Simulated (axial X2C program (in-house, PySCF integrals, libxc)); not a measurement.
# Bond lengths and stretching modes, held linear, of FAsF⁺

Calculated with an axial X2C code built on PySCF integrals: two-component X2C with atomic mean-field Coulomb and Gaunt terms, Gaussian nuclei, basis F dyall-av3z, As dyall-v3z with contracted cores. Spin-free rows use the one-electron spin-free X2C Hamiltonian.

Masses F 18.998, As 74.922, F 18.998 u. States: 2c Ω = 0 (all partner blocks equally filled); spin-free M_S = 0, Λ = 0 (closed shell).

BHandHLYP, 2c: energies above the lowest point

```csv
r(F–As) (Å),r(As–F) (Å),E (meV)
1.6819,1.6819,30.93
1.6819,1.7250,10.90
1.6819,1.7681,43.26
1.7250,1.6819,10.90
1.7250,1.7250,0.00
1.7250,1.7681,41.09
1.7250,1.8113,123.89
1.7681,1.6819,43.26
1.7681,1.7250,41.09
1.7681,1.7681,90.53
1.8113,1.7250,123.89
1.8113,1.8113,279.65
```

Q: Fit a quadratic surface with cubic terms in each bond: where is the minimum, and what are the two stretching wavenumbers?

A: At BHandHLYP, 2c: bonds 1.713 and 1.713 Å; harmonic stretches 695.9 and 732.6 cm⁻¹; force constants 4.7, 4.7 and coupling 0.72 mdyn/Å.

The other levels and Hamiltonians give:

```json
{"Hamiltonian": "2c", "level": "PBE0", "r(F–As) (Å)": "1.728", "r(As–F) (Å)": "1.728", "lower stretch (cm⁻¹)": "675.5", "upper stretch (cm⁻¹)": "716.6"}
{"Hamiltonian": "2c", "level": "HF", "r(F–As) (Å)": "1.696", "r(As–F) (Å)": "1.696", "lower stretch (cm⁻¹)": "715.5", "upper stretch (cm⁻¹)": "738.2"}
{"Hamiltonian": "2c", "level": "MP2", "r(F–As) (Å)": "1.730", "r(As–F) (Å)": "1.730", "lower stretch (cm⁻¹)": "675.9", "upper stretch (cm⁻¹)": "730.2"}
{"Hamiltonian": "spin-free", "level": "PBE0", "r(F–As) (Å)": "1.728", "r(As–F) (Å)": "1.728", "lower stretch (cm⁻¹)": "675.7", "upper stretch (cm⁻¹)": "716.8"}
{"Hamiltonian": "spin-free", "level": "HF", "r(F–As) (Å)": "1.696", "r(As–F) (Å)": "1.696", "lower stretch (cm⁻¹)": "715.6", "upper stretch (cm⁻¹)": "738.2"}
{"Hamiltonian": "spin-free", "level": "BHandHLYP", "r(F–As) (Å)": "1.713", "r(As–F) (Å)": "1.713", "lower stretch (cm⁻¹)": "696.0", "upper stretch (cm⁻¹)": "732.6"}
{"Hamiltonian": "spin-free", "level": "MP2", "r(F–As) (Å)": "1.730", "r(As–F) (Å)": "1.730", "lower stretch (cm⁻¹)": "676.0", "upper stretch (cm⁻¹)": "730.3"}
```

Each state is one determinant, the lowest of a limited PBE0 search; the stretches come from a fit to these few points and carry an uncertainty of a few per cent. Other orders of the atoms were not compared. MP2 freezes inner shells (threshold -2 hartree). The molecule was held linear; bending was not examined, so a bent shape may lie lower.
